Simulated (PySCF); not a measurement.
A structure optimised at PBE-D3(BJ)/def2-SVP, used in a PySCF frequency run:

```
Si
O 1 1.6598
H 2 0.9738 1 113.91
N 1 1.7056 2 107.56 3 154.96
H 4 1.0211 1 119.68 2 158.01
H 4 1.0221 5 112.51 1 -149.48
Cl 1 2.0697 2 113.50 3 -87.07
Cl 1 2.0913 2 106.70 3 29.36
```
Charge 0, spin multiplicity 1.

Question: Write its SMILES and formula.

Answer: N[Si](O)(Cl)Cl, Cl2H3NOSi

Question: What are its rotational constants (standard atomic weights)?

Answer: 2.7077, 1.9164, 1.5861 GHz
